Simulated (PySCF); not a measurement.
**How methods differ on the excitation energy of Ti**

Ti [Ar] 3d2 4s2 (3F) → Ti [Ar] 3d4 (5D), as a difference of total energies. Calculation: PySCF 2.14, in aug-cc-pVDZ-DK; the spin-free X2C one-electron Hamiltonian (Gaussian nucleus). Correlated levels: valence: [Ar] frozen. The calculations carry no spin-orbit coupling.

| method | excitation energy (cm⁻¹) |
| --- | --- |
| UHF | 36789 |
| LDA | 17885 |
| PBE | 18643 |
| PBE0 | 22766 |
| r2SCAN | 20650 |
| PW91 | 18488 |
| B3LYP | 25025 |
| r2SCAN0 | 24414 |
| MN15 | 24496 |
| MP2 (valence) | 32412 |
| SCS-MP2 (valence) | 40601 |

A first-order spin-orbit estimate (lowest level to lowest level, LS coupling) adds 0.015 eV.
